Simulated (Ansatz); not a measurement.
Cu₂O₂⁻. Charge -1, multiplicity 2. Geometry PBE0-D4/def2-SVP, that of the neutral singlet; atoms count from 1.

```xyz
4

Cu    1.1174    0.0110    0.3525
Cu   -1.1174   -0.0111   -0.3525
O     0.2635    1.0237   -0.8674
O    -0.2635   -1.0237    0.8674
```

The structure comes from a short search, and lower isomers may exist.

Question: Estimate the Mulliken populations from the PBE0/def2-TZVPD orbitals of Ansatz.

Answer: 
```tsv
atom	charge (e)	spin (α − β)	d electrons
Cu1	0.56	0.15	9.64
Cu2	0.56	0.15	9.64
O3	-1.06	0.35	–
O4	-1.06	0.35	–
```
Mulliken values and Mayer orders depend strongly on the basis. With diffuse functions, as here, like atoms can get unlike values, and bond orders can come out too low or too high.

Question: Where does the spin sit?

Answer: Summed by element: Cu 0.30, O 0.70, of 1 unpaired in all. Largest on single atoms: O3 0.35, O4 0.35, Cu2 0.15.

Question: And the Mayer bond orders between bonded heavy atoms (over 0.3)?

Answer: Cu1–O3 0.74 (1.80 Å); Cu1–O4 0.74 (1.80 Å); Cu2–O3 0.74 (1.80 Å); Cu2–O4 0.74 (1.80 Å).
